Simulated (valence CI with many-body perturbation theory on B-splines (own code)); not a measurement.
# Pt47+: one-electron terms

Calculated by valence CI with perturbative core correlation (CI+MBPT): three valence electrons over a frozen Dirac-Fock core [Ar] 3d10, a basis of 11 s, 11 p, 9 d, 7 f, 5 g, 2 h, 1 i functions for each j, with the one-electron correlation potential Σ1 (screened to all orders), the two-electron term Σ2, the three-electron term Σ3, Breit, model QED; selected single and double excitations, second order for the rest (own B-spline code, finite nucleus).

The last digits are not significant, and no measured levels were compared; by estimate large intervals hold to a few tenths of a per cent, small ones and those within an open d or f shell to about a per cent.

These are the spectroscopic orbitals of the CI (the correlating ones are not listed), shaped by the core and the other valence electrons. h is the expectation value of the core's Dirac-Fock operator, without the valence repulsion; Σ1 is computed up to l = 3 at one energy for each symmetry, that of its lowest orbital but kept below the first core excitation, so for empty shells it is not the orbital's own correlation shift; Breit and QED include the response of the core.

```
Orbital  h (hartree)  Σ1 (cm⁻¹)  Breit (cm⁻¹)  QED (cm⁻¹)  ⟨r⟩ (bohr)
  4s1/2      -104.08     -15148         18182       13812      0.3665
  5s1/2      -62.493      -5590          8212        6394      0.6109
  6s1/2      -41.698      -2736          4313        3433      0.9194
  7s1/2        -29.8      -1568          2575        2062       1.289
  4p1/2      -100.11     -16232         28514         802      0.3622
  5p1/2      -60.552      -6032         12983         381      0.6129
  6p1/2      -40.618      -3004          6951         211      0.9257
  7p1/2      -29.139      -1735          4189         128       1.301
  4p3/2      -95.144     -13754         16420        1916      0.3825
  5p3/2      -58.212      -5408          7573         903      0.6386
  6p3/2      -39.328      -2758          4504         498      0.9569
  7p3/2      -28.353      -1615          2732         304       1.337
  4d3/2       -89.08     -15958         12946        -630      0.3685
  5d3/2      -55.309      -6134          6079        -278      0.6333
  6d3/2      -37.717      -3121          3343        -149      0.9595
  4d5/2      -88.015     -14980          8187       -51.4      0.3740
  5d5/2      -54.791      -5761          3692        -4.1      0.6400
  6d5/2      -37.425      -2934          2034         3.3      0.9676
  4f5/2      -81.582     -15248          5346        -430      0.3389
  5f5/2      -51.924      -5002          2306        -205      0.6147
  4f7/2      -81.291     -14523          2281        -209      0.3411
  5f7/2       -51.76      -4775          1012       -92.4      0.6174
  5g7/2      -50.264                      253       -50.1      0.5601
  5g9/2      -50.197                     -2.1         0.3      0.5614
```

Among the shells of the start configuration 4s2 4p1, Σ1 is largest in size for 4p1/2, where it is 0.074 % of h.

Lowest root of each symmetry, sizes in configuration state functions:

```json
{"J": "1/2", "Parity": "even", "Roots": "7", "Reference": "45", "Variational": "6647", "Second order": "5130", "Change by selected CI (cm⁻¹)": "-2637", "Change by second order (cm⁻¹)": "0"}
{"J": "3/2", "Parity": "even", "Roots": "11", "Reference": "74", "Variational": "11894", "Second order": "12209", "Change by selected CI (cm⁻¹)": "-1432", "Change by second order (cm⁻¹)": "-1"}
{"J": "5/2", "Parity": "even", "Roots": "12", "Reference": "79", "Variational": "15315", "Second order": "18449", "Change by selected CI (cm⁻¹)": "-2234", "Change by second order (cm⁻¹)": "-1"}
{"J": "7/2", "Parity": "even", "Roots": "7", "Reference": "60", "Variational": "14467", "Second order": "20921", "Change by selected CI (cm⁻¹)": "-4217", "Change by second order (cm⁻¹)": "-4"}
{"J": "9/2", "Parity": "even", "Roots": "3", "Reference": "41", "Variational": "10464", "Second order": "17566", "Change by selected CI (cm⁻¹)": "-5344", "Change by second order (cm⁻¹)": "-4"}
{"J": "1/2", "Parity": "odd", "Roots": "7", "Reference": "47", "Variational": "6346", "Second order": "5417", "Change by selected CI (cm⁻¹)": "-2669", "Change by second order (cm⁻¹)": "0"}
{"J": "3/2", "Parity": "odd", "Roots": "12", "Reference": "77", "Variational": "11130", "Second order": "9761", "Change by selected CI (cm⁻¹)": "-2540", "Change by second order (cm⁻¹)": "0"}
{"J": "5/2", "Parity": "odd", "Roots": "10", "Reference": "78", "Variational": "12871", "Second order": "17159", "Change by selected CI (cm⁻¹)": "-2526", "Change by second order (cm⁻¹)": "-2"}
{"J": "7/2", "Parity": "odd", "Roots": "6", "Reference": "65", "Variational": "10853", "Second order": "19923", "Change by selected CI (cm⁻¹)": "-2901", "Change by second order (cm⁻¹)": "-2"}
{"J": "9/2", "Parity": "odd", "Roots": "2", "Reference": "43", "Variational": "8480", "Second order": "14477", "Change by selected CI (cm⁻¹)": "-1540", "Change by second order (cm⁻¹)": "-4"}
```
